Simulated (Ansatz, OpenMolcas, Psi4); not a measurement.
**BBr2Cl (dibromo(chloro)borane): the vertical energy of the triplet above the singlet, rung by rung**

BBr2Cl: 4 atoms, total charge 0, spin state singlet. SMILES: `ClB(Br)Br`. The shape is that of a PBE0-D4/def2-TZVP optimisation.

Each level gives the vertical energy of the triplet above the singlet (eV). The values are calculated.

| level | kind | program | value (eV) |
| --- | --- | --- | --- |
| revPBE/6-31G* (spherical functions) | GGA | OpenMolcas | 4.46 |
| TPSS/6-31G* (spherical functions) | meta-GGA | Psi4 | 4.52 |
| B3LYP/6-31G* (spherical functions) | global hybrid | Psi4 | 4.78 |
| BHLYP/6-31G* (spherical functions) | global hybrid | OpenMolcas | 5.17 |
| r2SCAN0/6-31G* (spherical functions) | hybrid meta-GGA | Ansatz | 4.84 |
| wB97X-V/6-31G* (spherical functions) | range-separated hybrid | Psi4 | 5.32 |
| B2PLYP/6-31G* (density fitting for correlation, spherical functions) | double hybrid | Psi4 | 5.13 |
| MP3/6-31G* (spherical functions) | perturbation theory | Psi4 | 5.72 |

All-electron rows without a relativistic Hamiltonian named are non-relativistic. Spin-orbit coupling, which can split open shells on such heavy atoms by tenths of an eV, is left out. The values span 4.46 to 5.72 eV. In the correlated wave-function rows the outer d shell of Br is correlated, in sets not made for it.
